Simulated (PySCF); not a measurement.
## Assignment exercise: C3H12Si4

Structure with atom numbers: `[CH:1]#[C:2][SiH2:3][Si:4]([CH3:5])([SiH3:6])[SiH3:7]`. Hydrogens are named by the atom that carries them.

How the numbers were obtained: GIAO PBE0/pcSseg-1 shieldings, geometry from GFN2-xTB, in PySCF 2.14 (one conformer, averaged over atoms made equivalent by symmetry, fast rotation or ring inversion, non-relativistic Hamiltonian, no solvent).

δ = σ(ref) − σ, references computed at the same level: 13C (186.93 ppm) and 1H (31.72 ppm) against TMS.

Problem. Assign these signals to the numbered atoms. 13C{1H} NMR (computed): δ 106.6, 83.9, -6.4.

Solution. 
106.6 → C1, terminal alkyne carbon
83.9 → C2, alkyne carbon: sp carbons lie upfield of alkene carbons because the cylindrical π system leaves one tensor component strongly shielded
-6.4 → C5, methyl carbon bonded to Si: an electropositive neighbour leaves it electron-rich and shielded

Problem. Assign these signals to the numbered atoms. 1H NMR (300 MHz, computed): δ 4.44 (d, 2H), 3.56 (s, 6H), 1.98 (t, 1H), 0.44 (s, 3H).

Solution. 
```tsv
δ (ppm)	atoms	environment	reason
4.44	H(Si3)	hydrogen on a silicon bonded to C, Si	–
3.56	H(Si6)/H(Si7)	hydrogen on a silicon bonded to Si	–
1.98	H(C1)	hydrogen on a terminal alkyne carbon	it lies on the axis of the triple bond, in its shielding cone
0.44	H(C5)	hydrogen on a methyl carbon bonded to Si	an electropositive neighbour shields it, as in TMS itself
```

Shifts are as computed. Against solution values, carbons near 30 ppm lie about +3 ppm off and those near 130 ppm about +5 ppm. Of 1211 compounds with measured shifts, 218 miss one by over three times the rms of a fit or turn the order of signals round; such compounds aren't used in these exercises. Multiplicities follow the n + 1 count of equivalent neighbours, as no J values were calculated; m marks all less simple cases, F and P coupling included.
